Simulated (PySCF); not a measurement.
## Calculated data, AlFH

All values are calculated (PySCF 2.14.0). Calculation on a computer-drawn molecule: vertical ionisation energy to the stated ion spin, frozen-core CCSD(T) at the basis limit and cheaper methods, single-reference cases, UHF for radicals, no spin-orbit; all values are single points at the evaluated structure, the first of each entry, which is the reference or a displaced copy of it and isn't optimised; the reference structure only sets the zero of the energies above reference; triples share is (T) over the correlation energy.

```yaml
- formula: AlFH
  evaluated_structure:
    atoms_angstrom:
      - [F, 0.393, 2.2053, -0.6636]
      - [Al, -0.7611, 2.5968, 0.3754]
      - [H, -2.0284, 3.1381, 1.5593]
  reference_structure:
    atoms_angstrom:
      - [F, 0.3505, 2.1912, -0.6441]
      - [Al, -0.7959, 2.6126, 0.3928]
      - [H, -1.8943, 3.0164, 1.3863]
  given:
    charge: 1
    multiplicity: 1
    ion_multiplicity: 2
    diffuse_functions: "no"
    basis: "cc-pV(n+d)Z"
    reference_is: "the Hartree-Fock double-zeta minimum"
    best_is: "HF at quadruple zeta + MP2 correlation extrapolated from triple and quadruple zeta + CCSD(T) minus MP2 at triple zeta"
    basis_step_is: "the size of the change from the same recipe one zeta lower"
    drawn_bonds_atom: [1, 2]
    drawn_bonds_other_atom: [2, 3]
    drawn_bonds_order: [1, 1]
  results: {}
```

Questions
1. AlFH: ionisation energy Koopmans at triple zeta?
2. Give the missing ionisation energy best for AlFH.
3. Estimate the total energy CCSD(T) triple zeta of AlFH.
4. AlFH: ion D1 diagnostic at triple zeta?
5. Give the table of triple zeta values for AlFH.

## Answers
1. 19.99 eV
2. 20.07 eV
3. -342.0633 hartree
4. 0.07173
5. 
Triple zeta:
```tsv
method	ionisation energy (eV)	energy above reference (kcal/mol)
HF	19.05	11.25
PBE	19.82	7.966
r2SCAN	19.81	9.378
B3LYP	20.11	9.506
wB97X	20.06	10.24
MP2	19.7	10.49
CCSD	20.01	9.511
CCSD(T)	19.98	9.357
```

Further results for AlFH:

```
ionisation energy basis step              : 0.01446 eV
energy above reference best               : 9.46 kcal/mol
energy above reference basis step         : 0.01575 kcal/mol
ionisation energy EOM CCSD at triple zeta : 20.1 eV
total energy HF triple zeta               : -341.7349 hartree
total energy best                         : -342.1223 hartree
T1 diagnostic at triple zeta              : 0.01558
D1 diagnostic at triple zeta              : 0.02819
ion T1 diagnostic at triple zeta          : 0.02424
ion spin squared at triple zeta           : 0.7511
triples share at triple zeta              : 0.02697
basis functions triple zeta               : 83
```
